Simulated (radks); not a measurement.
The thallium anion Tl- inside a hard spherical wall (all orbitals vanish at R), configuration held at [Hg] 6p2 and not refilled when levels cross. Method: scalar-relativistic Kohn-Sham, PBE, spin-polarised, spherical densities, point nucleus; open shells are filled with parallel spins first (spin-orbit coupling, left out, can overturn this in heavy ions); computed with a radial shooting solver on a logarithmic mesh with Libxc functionals. Eigenvalues in eV for spin up, with the zero of energy where the potential of the charges vanishes at infinity; a dash marks a level that is unbound or too diffuse for the functional's potential to be trusted. A positive occupied level is held by the wall or, in an anion where self-interaction has pushed it up, behind a barrier. The pressure on the wall is -dE/dV.

R (bohr)  E (hartree)  kinetic (hartree)    e(5p)    e(5d)   e(6s)   e(6p)  e(7s, empty)  e(6d, empty)  pressure (GPa)
15        -20245.9660          22812.174  -70.996  -10.428  -4.893   1.490         2.238         3.299          0.0105
12        -20245.9606          22812.187  -70.527   -9.961  -4.477   1.839         3.061         4.428          0.0495
10        -20245.9508          22812.212  -69.957   -9.395  -3.995   2.295         4.233         5.725           0.177
7         -20245.8897          22812.400  -68.098   -7.571  -2.529   4.096         9.536        10.149            2.26
6         -20245.8167          22812.658  -66.761   -6.285  -1.465   5.643        14.344        13.533            7.10
4         -20245.0365          22815.628  -59.437    0.498   5.615  16.122        45.587        33.199             157
3         -20242.4110          22825.604  -46.366   12.784  22.633  39.649        107.12        70.063            1440
2.5       -20237.6653          22842.998  -31.370   28.224  48.303  73.235        184.75        116.00            5730
2         -20223.0543          22893.801   -0.644   63.497  116.41  156.63        358.01        218.08           29900
